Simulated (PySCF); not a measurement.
Species: C10H12O2.
SMILES: `CC(C)OC(=O)c1ccccc1`

Theory: PySCF, TDDFT CAM-B3LYP/def2-SVPD, vertical, gas phase, core orbitals frozen in the response. One conformer (not necessarily the lowest) at the PBE0-D3(BJ)/def2-SVP geometry, without solvent, vibrations or thermal averaging. Torsions of this conformer, `[CH3:1][CH:2]([CH3:3])[O:4][C:5](=[O:6])[c:7]1[cH:8][cH:9][cH:10][cH:11][cH:12]1`: C1–C2–O4–C5 -151°, C2–O4–C5–O6 0°, O4–C5–C7–C8 0°.

Question: What does the calculation give for the low-lying excited states?

Answer: 

```json
{"state": "S1", "E (eV)": "5.16", "E (kJ/mol)": "498", "λ (nm)": "240.2", "f": "0.014", "main configurations (H = HOMO, L = LUMO)": "H→L (46%), H-1→L (27%), H-1→L+1 (16%)"}
{"state": "S2", "E (eV)": "5.26", "E (kJ/mol)": "508", "λ (nm)": "235.5", "f": "0.0006", "main configurations (H = HOMO, L = LUMO)": "H-2→L (85%), H-2→L+8 (11%)"}
{"state": "S3", "E (eV)": "5.65", "E (kJ/mol)": "545", "λ (nm)": "219.4", "f": "0.240", "main configurations (H = HOMO, L = LUMO)": "H-1→L (53%), H→L (33%)"}
{"state": "S4", "E (eV)": "6.71", "E (kJ/mol)": "647", "λ (nm)": "184.8", "f": "0.185", "main configurations (H = HOMO, L = LUMO)": "H-1→L+1 (35%), H→L+1 (25%), H→L (14%)"}
{"state": "S5", "E (eV)": "6.83", "E (kJ/mol)": "659", "λ (nm)": "181.7", "f": "0.705", "main configurations (H = HOMO, L = LUMO)": "H→L+1 (46%), H-1→L+1 (37%)"}
{"state": "S6", "E (eV)": "7.12", "E (kJ/mol)": "687", "λ (nm)": "174.2", "f": "0.199", "main configurations (H = HOMO, L = LUMO)": "H-3→L (80%)"}
{"state": "S7", "E (eV)": "7.23", "E (kJ/mol)": "698", "λ (nm)": "171.4", "f": "0.0006", "main configurations (H = HOMO, L = LUMO)": "H-5→L (71%), H-4→L (22%)"}
{"state": "S8", "E (eV)": "7.33", "E (kJ/mol)": "707", "λ (nm)": "169.2", "f": "0.0007", "main configurations (H = HOMO, L = LUMO)": "H→L+2 (45%), H→L+3 (31%), H-1→L+2 (12%)"}
{"state": "S9", "E (eV)": "7.40", "E (kJ/mol)": "714", "λ (nm)": "167.6", "f": "0.0038", "main configurations (H = HOMO, L = LUMO)": "H-1→L+2 (40%), H-1→L+3 (24%), H-2→L+1 (14%)"}
{"state": "S10", "E (eV)": "7.40", "E (kJ/mol)": "714", "λ (nm)": "167.5", "f": "0.0007", "main configurations (H = HOMO, L = LUMO)": "H-2→L+1 (76%)"}
```

Triplets (Tamm–Dancoff): T1 3.84 eV, H-1→L (42%), H→L (32%), H→L+1 (12%); T2 4.39 eV, H→L (55%), H-1→L (37%); T3 4.68 eV, H→L+1 (50%), H-1→L+1 (27%), H-1→L (14%); T4 4.85 eV, H-2→L (82%), H-2→L+8 (14%).

The lowest singlet comes at 240 nm (498 kJ/mol) in the ultraviolet; it is weak; its leading configuration is HOMO→LUMO (46%). The strongest level in the table is S5 at 6.83 eV (182 nm, f = 0.705). S9/S10 lie within about 0.01 eV of each other. Löwdin shares by element: HOMO (one of a set within 0.03 eV) carbon 72% or more (atoms not listed hold the other 28%); LUMO carbon 44% or more, oxygen 12% or more (atoms not listed hold the other 44%). The oscillator strengths of these states sum to 1.350; summed over the whole spectrum of an exact calculation they would give the number of electrons, 88 (Thomas–Reiche–Kuhn). Orbital energies (eV): HOMO-3 -10.14, HOMO-2 -9.53, HOMO-1 -8.78, HOMO -8.75, LUMO -0.31, LUMO+1 0.65, LUMO+2 1.21. Of the 10 states listed, 5 reach f = 0.01 and none stays under 0.0005. Singlets were solved by full linear response, triplets in the Tamm–Dancoff approximation.

On 2 threads, INTEL XEON PLATINUM 8581C at 2.10 GHz (x86_64), shared host, this took 97 s wall, 3.5 min CPU and 2.2 GiB of memory at its peak.
